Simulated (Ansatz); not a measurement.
```yaml
crystal:
  periodic: [false, false, false]
  atoms:
    - {symbol: Li, position_ang: [-0.101724, 1.456941, 0.553700]}
    - {symbol: Li, position_ang: [2.352005, -0.180203, -0.730494]}
    - {symbol: Li, position_ang: [-0.140326, -1.118154, 1.085476]}
    - {symbol: Li, position_ang: [-0.834394, -0.257816, -1.307092]}
    - {symbol: H, position_ang: [-1.275561, 0.099232, 0.398410]}
basis:
  gaussian: {orbitals: 6-31G}
total_charge: 1
hamiltonian: {xc: {name: B2PLYP}}
```

```sh
$ ansatz run in.yaml --threads 4 --pin off --events-out ev --progress --plain --max-ram 3916MiB
```

It prints (some lines left out):

```
Functional definition: B2PLYP
536 factors; integrals over basis functions are off by at most 5.9e-5 eV
mean field evaluation 1: about -825.9699 eV, gradient 1.4e1 eV
mean field evaluation 2: about -825.9769 eV, gradient 1.4e1 eV
mean field evaluation 4: about -827.0403 eV, gradient 2.9e-1 eV
mean field evaluation 8: about -827.0376 eV, gradient 1.2e-2 eV
mean field evaluation 16: about -827.0376 eV, gradient 1.5e-6 eV
mean field -827.03760475 eV, -30.3930713883 hartree, gradient 1.7e-6 eV, S^2 0.000000; 0 other end points of the search recorded, 0 dependent functions left out
reference -827.03777857 eV, -30.3930777762 hartree; 6, 6 occupied and 32, 32 virtual orbitals, 536 factors
second order -1.12738092 eV of doubles, -0.00000000 eV of singles
Total energy: -827.34217142 eV, -30.4042640070 hartree
```

Hardware: 4 threads of Arm Neoverse V2 on a shared host. Wall time 0.5 s.

Correlated methods freeze no core orbitals; core or outer-core shells of Li are correlated, in sets that lack core-valence functions.
